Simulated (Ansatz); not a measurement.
Total energies of Mn2(F)4 (Mn2F4) from Ansatz at PBE-D4/def2-TZVP, gas phase (1 Eh = 27.2114 eV = 2625.5 kJ/mol). The reference geometry is relaxed at PBE0-D4/def2-SVP.

```csv
atom,x (Å),y (Å),z (Å)
Mn1,0.024,-1.539,-0.159
F2,0.055,-3.320,-0.359
F3,1.230,-0.013,0.304
Mn4,-0.025,1.539,0.165
F5,-0.050,3.323,0.339
F6,-1.234,0.011,-0.290
```

```csv
state,geometry,energy (Eh)
charge 0 multiplicity 11,reference,-2700.98666
charge 1 multiplicity 10,reference,-2700.64328
charge 1 multiplicity 10,relaxed at PBE0-D4/def2-SVP,-2700.64843
free Mn atom (sextet),–,-1150.72327
free F atom (doublet),–,-99.66912
```

Other spin states of the ions weren't run at this level and may lie lower.

Work out the vertical ionisation energy to the multiplicity 10.

E(charge 1 multiplicity 10) − E(charge 0 multiplicity 11) = -2700.64328 − (-2700.98666) = 0.34338 Eh = 9.34 eV. For comparison, −ε of the highest occupied level of the spin that leaves is 6.04 eV at this level, 3.30 eV less.

How much does the charge 1 multiplicity 10 relax, and what is the adiabatic ionisation energy?

Relaxation: -2700.64328 − (-2700.64843) = 0.00515 Eh = 0.14 eV. Adiabatic ionisation energy: 0.33823 Eh = 9.20 eV, without zero-point energy. 

What is the binding energy per atom against free atoms?

Atoms: 2 × (-1150.72327) + 4 × (-99.66912) = -2700.12302 Eh. Binding: -2700.12302 − (-2700.98666) = 0.86364 Eh = 23.50 eV, or 3.92 eV for each of 6 atoms (no zero-point energy, no counterpoise term).

 The multiplicity 9 lies 1.30 eV above the multiplicity 11 at this level but is left out (at the level of its geometry, ⟨S²⟩ 20.76, where a pure state has 20.00).
